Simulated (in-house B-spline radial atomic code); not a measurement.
Successive ionisation energies of barium; each step leads to the configuration of the next row (after the last: bare). Dirac energy differences include first-order Breit, QED and recoil terms. NIST's values go from ground level to ground level; the uncertainty of those that are theory runs from under 0.1 % in few-electron ions to several per cent in heavy many-electron ones. Computed with a B-spline radial code for spherical atoms: Dirac-Hartree-Fock, jj configuration that fills j = l - 1/2 first, finite nuclei.

A number in brackets counts the electrons of a j subshell.

```tsv
ion	configuration	ionisation energy (eV)	tabulated value (eV)	tabulated kind	computed minus tabulated (eV)	highest orbital	largest mean radius (bohr)
Ba49+	[He] 2s2 2p1/2(2) 2p3/2(1)	9077.8	9077	tabulated theory	1	2p3/2	0.10524
Ba50+	[He] 2s2 2p1/2(2)	9737.0	9739	tabulated theory	-2	2p1/2	0.10466
Ba51+	[He] 2s2 2p1/2(1)	10022.7	10023	tabulated theory	0	2p1/2	0.10404
Ba52+	[He] 2s2	10376.7	10376	tabulated theory	1	2s1/2	0.10343
Ba53+	[He] 2s1	?	?	tabulated theory	?	?	?
Ba54+	1s2	?	?	tabulated theory	?	?	?
Ba55+	1s1	44561.5	44561.63	tabulated theory	0	1s1/2	0.025229
```

**Question.** Fill in the row of Ba53+.

**Answer.** ionisation energy (eV): 10616.1; tabulated value (eV): 10616.42; computed minus tabulated (eV): 0; highest orbital: 2s1/2; largest mean radius (bohr): 0.10287.

**Question.** Fill in the row of Ba54+.

**Answer.** ionisation energy (eV): 43482.4; tabulated value (eV): 43485.37; computed minus tabulated (eV): -3; highest orbital: 1s1/2; largest mean radius (bohr): 0.025414.

**Question.** Where is the largest jump?

**Answer.** From Ba53+ to Ba54+, by a factor of 4.10 (10616 to 43482 eV); the highest orbital goes from 2s1/2 to 1s1/2.
